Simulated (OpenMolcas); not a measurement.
A calculation on neutral indium.

```yaml
Program: OpenMolcas 26.06
Method: "XMS-RASPT2, IPEA 0.25 Eh, imaginary shift 0.1 Eh (closed shells correlated: 4d)"
Basis: ANO-RCC-VTZP [7s6p4d2f1g]
Scalar_Hamiltonian: DKH2, point nucleus
Active_space: 3 electrons in 9 orbitals (RAS2 5s 5p; RAS3 5d, at most 2 electrons)
State_averaging: 2S+1 = 4 odd, 1 root (0 in the spin-orbit step); 2S+1 = 2 odd, 3 roots; 2S+1 = 4 even, 3 roots; 2S+1 = 2 even, 5 roots
Spin-orbit_coupling: RASSI with atomic mean-field integrals over the reference wave functions, term energies averaged over their components
```

(1) Which level of the active space comes out lowest?

(2) How high does 5s 5p2 4P 5/2 lie?

(3) How high does 5s 5p2 4P 1/2 lie?

(4) How high does 5s 5p2 4P 3/2 lie?

Measured values: NIST Handbook of Basic Atomic Spectroscopic Data.

Answers

(1) 5s2 5p 2P* 1/2, with 100 % of that term; it is also the measured ground level.

(2) 36590 cm-1 above the lowest level; measured 37452 cm-1 above the ground level, so the calculation is off by -2 %.

(3) 34690 cm-1 above the lowest level; measured 34978 cm-1 above the ground level, so the calculation is off by -1 %.

(4) 35420 cm-1 above the lowest level; measured 36021 cm-1 above the ground level, so the calculation is off by -2 %.

CASPT2 breaks the degeneracy within a term, and the mean is taken; among the terms shown or strongly mixed into the levels shown the widest spread is 33 cm-1 (5s2 5p 2P*). Some high roots are left out of the spin-orbit mixing, which shifts the levels that they would mix with. Active for correlation alone: 5d; no level in the range computed is led by a configuration that fills it, so any true level of that kind is missing. Measured partners are found by configuration, term and J. A level has none where our copy of the source lacks it or the pairing is in doubt (some pairs that miss far off the trend of their configuration count as doubtful), and it then counts in no deviation. Only configurations of the active space appear.

* marks odd parity.
